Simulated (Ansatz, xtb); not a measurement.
Species: LuF2, charge 0, multiplicity 2. The spin state was set by rule; other spins were not relaxed. 
Coordinates optimised at B3LYP-D3(BJ)/def2-TZVP (Ansatz, an electronic-structure program):
```xyz
3

Lu     0.1703     0.1060     0.0403
F     -1.0995     0.7059    -1.3089
F     -0.2438    -1.5423     0.9911
```
Charge 0, spin multiplicity 2.

Harmonic wavenumbers from GFN2-xTB (xtb, at its own minimum), cm⁻¹: 144, 290, 299.

Task: Give the harmonic wavenumbers at B3LYP-D3(BJ)/def2-TZVP (Ansatz, finite differences of forces, unscaled).

Result: 119, 575, 597 cm⁻¹. Zero-point energy 1.8 kcal/mol.

Task: From these and the geometry, give the ideal-gas thermochemistry at 298.15 K and 1 atm (rigid rotor, harmonic oscillator).

Result: Point group C2v, rotational symmetry number 2. Rotational constants 15.82, 4.803, 3.684 GHz. S(trans) 41.97, S(rot) 23.18, S(vib) 4.06, S(elec, spin only) 1.38, S 70.6 cal/(mol K). H(298) - H(0) 3.02 kcal/mol; G - E(el) -16.2 kcal/mol.
